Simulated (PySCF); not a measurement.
## Fine-structure interval of In(4+) by level of theory

In(4+) [Kr] 4d9 [4d3/2^4 4d5/2^5, M_J = 5/2] → In(4+) [Kr] 4d9 [4d3/2^3 4d5/2^6, M_J = 3/2], as a difference of total energies. Calculation: PySCF 2.14, in x2c-SVPall-2c; the two-component X2C-1e Hamiltonian. Correlated levels: [Ar] 3d10 frozen; the 6 highest virtual spinors dropped. "Screened" scales the spin-orbit matrix elements by Boettger's factors to mimic the two-electron term; Breit and QED terms are absent.

```csv
method,fine-structure interval (cm⁻¹)
GHF (screened spin-orbit),6938.9
GMP2 (screened spin-orbit),6950.7
GHF (bare spin-orbit),8775.8
```
